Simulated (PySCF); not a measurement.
A series of substituents X on one scaffold: BH2-X. Gas-phase values, no solvent. One relaxed conformer stands for each flexible species; it need not be the lowest. Strings in code marks are SMILES.

Calculation: M06-2X/def2-TZVP (PySCF). All candidates: neutral, multiplicity 1. Delta-SCF ions had no search for a lower state. Excitations are Tamm–Dancoff values on a coarser integration grid. The basis has no diffuse functions, so Rydberg states are missing or too high.

```yaml
HOMO–LUMO gap: 7.60 eV
vertical ionisation energy (Delta-SCF): 9.90 eV
S1 excitation (TDA): 3.82 eV
```

Task: Which member has these values?
(A) `BB`
(B) `BBr`
(C) `BC#CC`
(D) `BCC`

Result: C, `BC#CC`. The others give `BB`: 9.12 eV, 11.31 eV, 4.93 eV; `BCC`: 9.68 eV, 11.33 eV, 5.67 eV; `BBr`: 8.35 eV, 10.87 eV, 4.67 eV
